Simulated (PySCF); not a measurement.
**Correlation energy of Se¹⁰⁺ (selenium, charge +10)**

[Ar] 3d6, high-spin 5D determinant. Calculation: PySCF 2.14, in an even-tempered Gaussian basis (20 s from 0.59 bohr⁻², ratio 2.5; 13 p from 0.76 bohr⁻², ratio 2.5; 9 d from 0.76 bohr⁻², ratio 2.5; 4 f from 4.1 bohr⁻², ratio 2.7; 4 g from 6.1 bohr⁻², ratio 2.7); scalar relativity by spin-free X2C-1e. Frozen: [Ne]; 14 electrons correlated; the 40 highest virtual orbitals of each spin left out.

MP2 pair energies summed by pair of shells (mhartree):

```tsv
pair	energy	share (%)
3p-3d	-231.99	43.5
3d-3d	-125.45	23.5
3p-3p	-86.12	16.2
3s-3d	-42.75	8.0
3s-3p	-41.21	7.7
3s-3s	-5.24	1.0
```

Total MP2 correlation energy: -532.77 mhartree.

Same-spin part -174.60 and opposite-spin part -358.17 mhartree; SCS-MP2 scales them by 1/3 and 6/5 to -488.00 mhartree.
